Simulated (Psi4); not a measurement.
OSn, charge -1, doublet, at a GFN2-xTB geometry (such geometries of metal compounds can be far from the true shape) (a state made from the parent by changing its charge; the spin is typed, not shown lowest) (core potentials on Sn) (a gas-phase anion, which may not be bound at this level); PBE/def2-TZVPD (Psi4).

Psi4 was given this input:
```
memory 2 GB

molecule mol {
-1 2
Sn   -0.000000   -0.000000   -0.266800
O     0.000000    0.000000    1.667501
}

set {
  basis def2-tzvpd
  reference uks
  s_tolerance 1e-5
  s_orthogonalization canonical
}

energy('pbe')
print_variables()
```

### Question
Predict the main parts of the log of this Psi4 run.

### Answer

```
   => Loading Basis Set <=

    Name: DEF2-TZVPD
    Role: ORBITAL
    Keyword: BASIS

    !!!  WARNING: ECP capability is in beta. Please check occupations closely.  !!!

         ---------------------------------------------------------
                                   SCF
               by Justin Turney, Rob Parrish, Andy Simmonett
                          and Daniel G. A. Smith
                              UKS Reference
         ---------------------------------------------------------

  ==> Geometry <==

    Molecular point group: c2v
    Full point group: C_inf_v

    Geometry (in Angstrom), charge = -1, multiplicity = 2:

       Center              X                  Y                   Z               Mass
    ------------   -----------------  -----------------  -----------------  -----------------
         SN           0.000000000000     0.000000000000    -0.227664723118   119.902201630000
         O            0.000000000000     0.000000000000     1.706636276882    15.994914619570

  Running in c2v symmetry.

  Rotational constants: A = ************  B =      0.31926  C =      0.31926 [cm^-1]
  Rotational constants: A = ************  B =   9571.28490  C =   9571.28490 [MHz]
  Nuclear repulsion =   48.149274119136578

  Charge       = -1
  Multiplicity = 2
  Electrons    = 31
  Nalpha       = 16
  Nbeta        = 15

  ==> Algorithm <==

  SCF Algorithm Type is DF.
  DIIS enabled.
  MOM disabled.
  Fractional occupation disabled.
  Guess Type is SAD.
  Energy threshold   = 1.00e-06
  Density threshold  = 1.00e-06
  Integral threshold = 1.00e-12

  ==> Primary Basis <==

  Basis Set: DEF2-TZVPD
    Blend: DEF2-TZVPD
    Number of shells: 32
    Number of basis functions: 96
    Number of Cartesian functions: 112
    Spherical Harmonics?: true
    Max angular momentum: 3

  Core potential: DEF2-TZVPD
    Number of shells: 4
    Number of ECP primitives: 18
    Number of ECP core electrons: 28
    Max angular momentum: 3

  ==> DFT Potential <==

   => LibXC <=

    Version 7.1.2
    S. Lehtola, C. Steigemann, M. J. T. Oliveira, and M. A. L. Marques,  SoftwareX 7, 1–5 (2018) (10.1016/j.softx.2017.11.002)

   => Composite Functional: PBE <=

    PBE GGA Exchange-Correlation Functional

    J.P. Perdew et. al., Phys. Rev. Lett., 77(18), 3865-3868, 1996

    Deriv               =              1
    GGA                 =           TRUE
    Meta                =          FALSE

    Exchange Hybrid     =          FALSE
    MP2 Hybrid          =          FALSE

   => Exchange Functionals <=

    1.0000     XC_GGA_X_PBE

   => Correlation Functionals <=

    1.0000     XC_GGA_C_PBE

   => LibXC Density Thresholds  <==

    XC_GGA_C_PBE:  1.00E-12
    XC_GGA_X_PBE:  1.00E-15

   => Molecular Quadrature <=

    Radial Scheme          =       TREUTLER
    Pruning Scheme         =           NONE
    Nuclear Scheme         =       TREUTLER

    Blocking Scheme        =         OCTREE
    BS radius alpha        =              1
    Pruning alpha          =              1
    Radial Points          =             75
    Spherical Points       =            302
    Total Points           =          43801
    Total Blocks           =            414
    Max Points             =            256
    Max Functions          =             95
    Weights Tolerance      =       1.00E-15

   => Loading Basis Set <=

    Name: (DEF2-TZVPD AUX)
    Role: JKFIT
    Keyword: DF_BASIS_SCF

  ==> Integral Setup <==

  SCF_SUBTYPE=INCORE selected. In-core MEM_DF algorithm will be used.
  Using in-core AOs.

  ==> MemDFJK: Density-Fitted J/K Matrices <==

    J tasked:                   Yes
    K tasked:                    No
    wK tasked:                   No
    Algorithm:                 Core
    Schwarz Cutoff:           1E-12
    Mask sparsity (%):       0.2604
    Fitting Condition:        1E-10

   => Auxiliary Basis Set <=

  Basis Set: (DEF2-TZVPD AUX)
    Blend: DEF2-UNIVERSAL-JKFIT
    Number of shells: 71
    Number of basis functions: 295
    Number of Cartesian functions: 402
    Spherical Harmonics?: true
    Max angular momentum: 5

    Using canonical orthogonalization.
  Minimum eigenvalue in the overlap matrix is 1.2299049372E-03.
  Reciprocal condition number of the overlap matrix is 2.4222894644E-04.

  ==> Pre-Iterations <==

  SCF Guess: Superposition of Atomic Densities via on-the-fly atomic UHF (no occupation information).

   -------------------------
    Irrep   Nso     Nmo
   -------------------------
     A1        42      42
     A2        10      10
     B1        22      22
     B2        22      22
   -------------------------
    Total      96      96
   -------------------------

  ==> Iterations <==

                           Total Energy        Delta E     RMS |[F,P]|

   @DF-UKS iter SAD:  -288.11687851701350   -2.88117e+02   0.00000e+00
    Occupation by irrep:
             A1    A2    B1    B2
    DOCC [     8,    1,    3,    3 ]
    SOCC [     1,    0,    0,    0 ]
    NA   [     9,    1,    3,    3 ]
    NB   [     8,    1,    3,    3 ]

   @DF-UKS iter   1:  -288.82776318782277   -7.10885e-01   2.28810e-02 DIIS/ADIIS
    Occupation by irrep:
             A1    A2    B1    B2
    DOCC [     8,    1,    3,    3 ]
    SOCC [     0,    0,    1,    0 ]
    NA   [     8,    1,    4,    3 ]
    NB   [     8,    1,    3,    3 ]

   @DF-UKS iter   2:  -279.94753518630267    8.88023e+00   5.26436e-02 DIIS/ADIIS
   @DF-UKS iter   3:  -289.35531534468163   -9.40778e+00   1.05010e-02 DIIS/ADIIS
   @DF-UKS iter   4:  -288.33003476388927    1.02528e+00   2.87364e-02 DIIS/ADIIS
   @DF-UKS iter   5:  -289.49966086924422   -1.16963e+00   2.62999e-03 DIIS/ADIIS
   @DF-UKS iter   6:  -289.48260211299089    1.70588e-02   4.24291e-03 DIIS/ADIIS
   @DF-UKS iter   7:  -289.50519043961111   -2.25883e-02   6.91508e-04 DIIS/ADIIS
   @DF-UKS iter   8:  -289.50583412775433   -6.43688e-04   1.08326e-04 DIIS/ADIIS
   @DF-UKS iter   9:  -289.50584775108700   -1.36233e-05   2.99091e-05 DIIS
   @DF-UKS iter  10:  -289.50584894133522   -1.19025e-06   4.14862e-06 DIIS
   @DF-UKS iter  11:  -289.50584898484840   -4.35132e-08   1.33738e-06 DIIS
   @DF-UKS iter  12:  -289.50584899430424   -9.45585e-09   3.92398e-07 DIIS
  Energy and wave function converged.

  ==> Post-Iterations <==

   Electrons on quadrature grid:
      Nalpha   =   15.9999932890 ; deviation = -6.711e-06
      Nbeta    =   14.9999940334 ; deviation = -5.967e-06
      Ntotal   =   30.9999873224 ; deviation = -1.268e-05

   @Spin Contamination Metric:   2.758912049E-03
   @S^2 Expected:                7.500000000E-01
   @S^2 Observed:                7.527589120E-01
   @S   Expected:                5.000000000E-01
   @S   Observed:                5.000000000E-01

    Orbital Energies [Eh]
    ---------------------

    Alpha Occupied:

[...]
       4B1     0.071050

    Alpha Virtual:

[...]
    Beta Occupied:

[...]
    Beta Virtual:

[...]
    Final Occupation by Irrep:
             A1    A2    B1    B2
    DOCC [     8,    1,    3,    3 ]
    SOCC [     0,    0,    1,    0 ]
    NA   [     8,    1,    4,    3 ]
    NB   [     8,    1,    3,    3 ]

  @DF-UKS Final Energy:  -289.50584899430424

   => Energetics <=

    Nuclear Repulsion Energy =             48.1492741191365781
    One-Electron Energy =                -583.1749850923010854
    Two-Electron Energy =                 272.1887531218507092
    DFT Exchange-Correlation Energy =     -26.6688911429904785
    Empirical Dispersion Energy =           0.0000000000000000
    VV10 Nonlocal Energy =                  0.0000000000000000
    Total Energy =                       -289.5058489943042446

  UHF NO Occupations:
  HONO-2 :    3 B1 1.9996858
  HONO-1 :    8 A1 1.9992461
  HONO-0 :    4 B1 1.0000000
  LUNO+0 :    9 A1 0.0007539
  LUNO+1 :    5 B1 0.0003142
  LUNO+2 :    4 B2 0.0002183
  LUNO+3 :   10 A1 0.0000665

Computation Completed

Properties will be evaluated at   0.000000,   0.000000,   0.000000 [a0]

Properties computed using the SCF density matrix

 Multipole Moments:

 ------------------------------------------------------------------------------------
     Multipole            Electronic (a.u.)      Nuclear  (a.u.)        Total (a.u.)
 ------------------------------------------------------------------------------------

 L = 1.  Multiply by 2.5417464519 to convert [e a0] to [Debye]
 Dipole X            :          0.0000000            0.0000000            0.0000000
 Dipole Y            :          0.0000000            0.0000000            0.0000000
 Dipole Z            :        -17.6016471           16.3356738           -1.2659733
 Magnitude           :                                                    1.2659733

 ------------------------------------------------------------------------------------

  Variable Map:
  ----------------------------------------------------------------------------
[...]
  Array Variable Map:
  ----------------------------------------------------------------------------
[...]
[...]
```
